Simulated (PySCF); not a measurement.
CH₇BrGe₂.
SMILES with atom numbers: `[CH3:1][Ge@@H:2]([GeH3:3])[Br:4]` (hydrogens: H5, H6, H7 on C1; H8 on Ge2; H9, H10, H11 on Ge3)

Computed by this run: PySCF 2.14.0, PBE0-D3(BJ)/def2-SVP geometry optimisation, gas phase; density fitting, grid level 1; the optimiser is geomeTRIC in internal coordinates, started from a GFN2-xTB structure.

Step 0: E = -184188.4692 eV
```
atom  x, y, z in Å  |  force x, y, z in eV/Å
C1     -1.6292   -0.9074    0.1539    0.603   0.470  -0.131
Ge2    -0.4252    0.6649    0.0226   -0.609  -0.463   0.286
Ge3     1.9442    0.2005    0.0318   -0.355   0.026  -0.103
Br4    -0.9853    1.7226   -1.9470    0.049   0.160  -0.440
H5     -1.4678   -1.4303    1.0929    0.116  -0.193   0.445
H6     -1.4352   -1.6007   -0.6629    0.117  -0.193  -0.300
H7     -2.6715   -0.6005    0.1016   -0.329   0.273  -0.030
H8     -0.8297    1.7109    1.0715    0.072   0.013   0.197
H9      2.3735   -0.4670    1.3025    0.069  -0.365   0.780
H10     2.3446   -0.7200   -1.0812    0.018  -0.491  -0.630
H11     2.7869    1.4297   -0.1116    0.248   0.764  -0.073
```

Problem. Estimate the geometry and energy of step 1. (The exact step hangs on the optimiser's Hessian estimate; all steps are aligned on step 0, rigid shifts and turns removed.)

Solution. E = -184188.5751 eV, largest force 0.249 eV/Å
```
atom  x, y, z in Å  |  force x, y, z in eV/Å
C1     -1.5719   -0.8967    0.1320   -0.160  -0.069   0.108
Ge2    -0.4601    0.6972    0.0780    0.036   0.027  -0.165
Ge3     1.9082    0.1782    0.0419    0.240   0.007  -0.008
Br4    -0.9039    1.7460   -1.9706    0.027  -0.029   0.179
H5     -1.3993   -1.4318    1.0800   -0.016   0.013  -0.041
H6     -1.3395   -1.5712   -0.7045    0.050   0.065  -0.007
H7     -2.6338   -0.6125    0.0734    0.045  -0.019  -0.004
H8     -0.8640    1.7138    1.1686    0.022  -0.045  -0.050
H9      2.3642   -0.4452    1.3936   -0.085   0.096  -0.214
H10     2.1789   -0.8433   -1.0952   -0.052   0.148   0.161
H11     2.7264    1.4683   -0.2232   -0.105  -0.193   0.039
```

The energy changes by -0.1059 eV. The first-order estimate −F·Δx gives -0.2679 eV and the mean of the old and new forces, exact on a quadratic surface, -0.1016 eV. The step makes an angle of 68° with the force vector and moves no atom by more than 0.207 Å.

The cost below is that of the whole optimisation. Rough CPU time on one thread of a shared machine: about 2 min.
